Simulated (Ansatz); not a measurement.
The same path of CH6S2Si (10 atoms, charge 0, multiplicity 1) was run twice with different band settings. The coordinate that changes most is the dihedral H8–C3–S4–H10.

Method: Ansatz, RKS PBE0-D4/def2-SVP.

Relaxed end points:

```xyz
10
Properties=species:S:1:pos:R:3
Si -1.137 1.123 -0.435
S -0.066 0.499 1.328
C 0.617 -1.088 0.745
S 1.458 -1.072 -0.858
H -1.898 -0.029 -1.003
H -2.077 2.163 0.077
H -0.271 1.728 -1.486
H 1.292 -1.434 1.540
H -0.188 -1.830 0.638
H 2.355 -0.111 -0.542
```

```xyz
10
Properties=species:S:1:pos:R:3
Si -1.212 1.172 -0.393
S -0.227 0.548 1.422
C 0.719 -0.871 0.795
S 1.886 -0.357 -0.505
H -1.689 -0.036 -1.131
H -2.373 1.980 0.082
H -0.367 2.011 -1.287
H 1.252 -1.279 1.666
H 0.035 -1.639 0.405
H 2.059 -1.582 -1.051
```

Common settings: climbing image yes; spring 5.0 eV/Å²; optimiser quadratic models (default); start path through a guess of the saddle point; force threshold 0.05 eV/Å; iteration limit 60; end points relaxed.

| run | movable images |
| --- | --- |
| 1 | 7 |
| 2 | 1 |

**Question.** What does each run give, and how far can it be trusted?

**Answer.** Run 1: converged after 8 iterations, highest image 0.188 eV above the first end. A vibrational analysis at the climbing image gives one clearly imaginary mode, 238i cm⁻¹: a first-order saddle point.
Run 2: converged after 10 iterations, highest image 0.188 eV above the first end. Another band between the same ends (7 images) ends at a top of the same energy, where a vibrational analysis finds 1 clearly imaginary mode. So few images can step over the top or miss a turn of the path.
